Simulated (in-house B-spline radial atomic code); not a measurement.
Radial electron density of Re II (Re+), [Xe] 4f14 5d5 6s1. All numbers are computed (scalar-relativistic (X2C) r2SCAN0, spin-polarised, spherical fractional occupations, exact exchange averaged over the configuration; Fermi nucleus of rms radius 5.3698 fm) with a B-spline radial code for spherical atoms, not measured.

One-electron X2C: radii and densities carry no picture-change correction, so inner-shell <1/r> comes out high (for 1s by about 2 % at Z = 33, 5 % at 54, 10 % at 75, 30 % at 118) and <r> low.

Columns: r (bohr), 4πr²n(r) (electrons per bohr), bar.

```
0.000333     2.96 #
0.000417    4.058 #
0.000522    5.537 ##
0.000652      7.5 ##
0.000816    10.14 ###
 0.00102     13.6 ####
 0.00128    18.21 ######
  0.0016    24.04 ########
 0.00199    31.21 ##########
 0.00249    40.25 #############
 0.00312    51.06 ################
  0.0039    63.21 ####################
 0.00488     76.2 ########################
  0.0061     88.7 ############################
 0.00763    99.08 ################################
 0.00954    105.3 #################################
  0.0119      106 ##################################
  0.0149    101.2 ################################
  0.0187    93.94 ##############################
  0.0233    90.32 #############################
  0.0292    96.27 ###############################
  0.0365    112.9 ####################################
  0.0456    131.7 ##########################################
  0.0571    138.4 ############################################
  0.0714    126.1 ########################################
  0.0893    108.8 ###################################
   0.112      109 ###################################
    0.14    124.2 #######################################
   0.175    121.7 #######################################
   0.218    91.24 #############################
   0.273    66.39 #####################
   0.341    71.83 #######################
   0.427    78.52 #########################
   0.534    61.17 ###################
   0.668     36.3 ############
   0.835    22.43 #######
    1.04    16.61 #####
    1.31    11.36 ####
    1.63     6.69 ##
    2.04     3.54 #
    2.55     1.82 #
    3.19   0.8224 
    3.99   0.2776 
    4.99  0.06079 
    6.25 0.007559 
    7.81 0.0004896 
    9.77 1.384e-05
```

On this grid the curve has 4 maxima, near 0.0119, 0.0571, 0.14, 0.427 bohr.

The 5d up radial function P(r) = rR(r), positive near the nucleus:

| r (bohr) | P |
| --- | --- |
| 0.00763 | 0.001336 |
| 0.0119 | 0.004214 |
| 0.0187 | 0.01295 |
| 0.0292 | 0.03619 |
| 0.0456 | 0.0888 |
| 0.0714 | 0.1763 |
| 0.112 | 0.2381 |
| 0.175 | 0.1164 |
| 0.273 | -0.2162 |
| 0.427 | -0.3386 |
| 0.668 | 0.1056 |
| 1.04 | 0.6661 |
| 1.63 | 0.7796 |
| 2.55 | 0.4834 |
| 3.99 | 0.159 |
| 6.25 | 0.02068 |
